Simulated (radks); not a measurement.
The numbers below are computed, except where a source is named.
Species: Mg. Configuration: [Ne] 3s2.

Level of theory: scalar-relativistic Kohn-Sham, LDA (Slater exchange, VWN5 correlation), spin-polarised, spherical densities, finite nucleus; Fermi nuclear charge, rms radius 3.057 fm; hard spherical wall at 5 bohr (a radial shooting solver on a logarithmic mesh with Libxc functionals).

Energy parts (eV):
| part | energy |
|---|---|
| total | -5424.598 |
| kinetic | 5440.233 |
| electron-nucleus | -13083.243 |
| Hartree | 2642.287 |
| exchange-correlation | -423.875 |

Orbitals (lengths in bohr, moments of r in powers of bohr; r(90%) holds 90 % of the orbital's charge):
| orbital | occ. | eigenvalue (eV) | <1/r> | <r> | <r^4> | r(90%) |
|---|---|---|---|---|---|---|
| 1s | 2 | -1250.131 | 11.58 | 0.1311 | 0.001395 | 0.234 |
| 2s | 2 | -76.1981 | 2.090 | 0.7018 | 0.6822 | 1.12 |
| 2p | 6 | -43.6415 | 1.951 | 0.6933 | 0.9312 | 1.19 |
| 3s | 2 | -1.8032 | 0.5075 | 2.546 | 69.26 | 3.63 |
| 3p | 0 | 3.3226 | 0.4663 | 2.738 | 87.72 | 3.81 |
| 3d | 0 | 10.1693 | 0.3749 | 2.931 | 105.8 | 3.95 |
| 4s | 0 | 20.0200 | 0.5421 | 2.881 | 137.1 | 4.24 |

The highest occupied level is 3s at -1.803 eV. The density falls to 0.001 e/bohr^3 at r = 4.06 bohr.
